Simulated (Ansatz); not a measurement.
Correlation energies of CH$_{5}$NO$_{2}$Zn, SMILES `N[CH](O)[Zn][OH]` by basis set

```xyz
10

N    -1.570   -0.109   -0.435
C    -0.457   -0.320    0.457
O    -0.569    0.578    1.559
Zn    1.306   -0.074   -0.382
O     2.903    0.127   -1.144
H    -1.387   -0.373   -1.391
H    -2.414   -0.574   -0.119
H    -0.471   -1.308    0.933
H    -0.889    1.406    1.184
H     3.549    0.646   -0.662
```

Total charge 0; spin multiplicity 1. For Zn the d shell is correlated and the shells below it are frozen. Scalar relativity is left out up to krypton. The geometry is a stationary point of PBE0-D4/def2-TZVP. It is one conformer, not always the lowest. Frozen core, restricted reference, Ansatz.

```json
{"basis": "def2-SVP", "HF (Eh)": "-2022.29150", "MP2 corr.": "-0.99503"}
{"basis": "def2-TZVPP", "HF (Eh)": "-2022.84277", "MP2 corr.": "-1.38755"}
{"basis": "def2-QZVPP", "HF (Eh)": "-2022.89714", "MP2 corr.": "-1.49049"}
```

(1) Estimate the CCSD correlation energy and the (T) correction in each basis where they were run (hartree).

## Answers

(1) 
```
     basis  CCSD corr.       (T)
  def2-SVP    -1.00181  -0.02613
def2-TZVPP    -1.35401  -0.04931
```
